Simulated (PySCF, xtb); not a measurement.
C3H5BFN, SMILES F[C@H]1C=CB1N. The values are those of a single conformer.

Harmonic wavenumbers (cm⁻¹) from GFN2-xTB (xtb 6.7.1) at its own minimum, in rising order: 108, 184, 292, 400, 541, 562, 603, 627, 753, 825, 841, 889, 983, 1033, 1057, 1087, 1116, 1248, 1284, 1464, 1544, 1598, 2915, 3074, 3097, 3478, 3515.

**Question.** What does PySCF 2.14.0 with PBE-D3(BJ)/def2-SVP give at its own minimum? (An estimate is asked for; the answer gives what the named calculation found.)

**Answer.** 123, 193, 310, 400, 482, 565, 576, 626, 740, 815, 827, 951, 979, 989, 1057, 1074, 1109, 1251, 1299, 1434, 1529, 1565, 2973, 3049, 3133, 3515, 3616. Paired by order, the mean absolute difference is 24 cm⁻¹ and the zero-point energies are 50.2 and 50.3 kcal/mol.
